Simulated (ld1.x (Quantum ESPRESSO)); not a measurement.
What one change does to a pseudopotential (nitrogen (N), TM)

N, norm-conserving Troullier–Martins (Kleinman–Bylander form), made with ld1.x (Quantum ESPRESSO) 7.5 (revPBE, scalar-relativistic). Core [He], reference 2s2 2p2 (charge +1). Waves: 2s (bound): rc 1.10 bohr; 2p (bound): rc 1.50 bohr; 3d channel at -0.1 Ry: rc 1.55 bohr. Local part: all-electron potential smoothed inside 1.35 bohr (lloc = -2). Core correction: a·sin(br)/r model core inside 0.70 bohr.

Change: wave 2p (bound): rc 1.50 bohr becomes 2p (bound): rc 1.92 bohr.

Cutoffs: the cutoffs (Ry, on a coarse ladder) from which the occupation-weighted sum of valence levels, in a spherical-Bessel basis at the reference potential, stays within 10 and 1 mRy of its value at 400 Ry; they do not see the model core or the augmentation charge, which bear on the density cutoff. Errors are all-electron minus pseudo energies relative to the spin-unpolarised reference configuration.

**Question.** How do hardness, ghosts and transferability respond?

**Answer.** The potential gets neither clearly harder nor softer (55 Ry and 110 Ry → 50 Ry and 110 Ry); the s channel sets the loose cutoff, while the largest relative change is in p, which becomes softer; of the 7 tests that both files solve, the error grows in 6 and shrinks in 1 by more than 15 % and 0.3 meV (median size 15.7 → 25.8 meV); neither file shows a bound ghost.

```csv
quantity,base,changed
"cutoff, loose",55 Ry,50 Ry
"cutoff, tight",110 Ry,110 Ry
loose cutoff by channel (10 mRy a level),"s 40 Ry, p 45 Ry","s 40 Ry, p 35 Ry"
bound ghosts,none,none
"error for 2s2 2p3, meV [ΔE -13.54 eV]",+1.6,+22
"error for 2s2 2p1, meV [ΔE 28.79 eV]",+32,+117
"error for 2s2 2p0, meV [ΔE 75.76 eV]",+297,+815
"error for 2s2 2p2.5, meV [ΔE -8.47 eV]",+1.5,+9.6
"error for 2s1 2p3, meV [ΔE 11.88 eV]",+16,+6.1
"error for 2s2 2p3.3, meV [ΔE -15.14 eV]",+0.1,+26
"error for 2s1 2p4, meV [ΔE -1.94 eV]",+45,+99
```
